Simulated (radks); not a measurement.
The numbers below are computed, except where a source is named.
Question: Ionisation of the neon ion Ne3+, [He] 2s2 2p3, to Ne4+, [He] 2s2 2p2, under several functionals. Non-relativistic Kohn-Sham, spin-unpolarised, spherical densities, point nucleus; a radial shooting solver on a logarithmic mesh with Libxc functionals. Known Delta-SCF values: BP86 94.719 eV; TASK exchange with Perdew-Wang LDA correlation 95.195 eV. What does SCAN give, and what is its highest occupied eigenvalue?

Answer: 94.876 eV by Delta-SCF; the 2p eigenvalue is -81.006 eV. NIST: 97.190 eV (semi-empirical).

Beside tabulated values, note that spin-unpolarised runs miss the spin-polarisation part of the exchange energy of open shells.
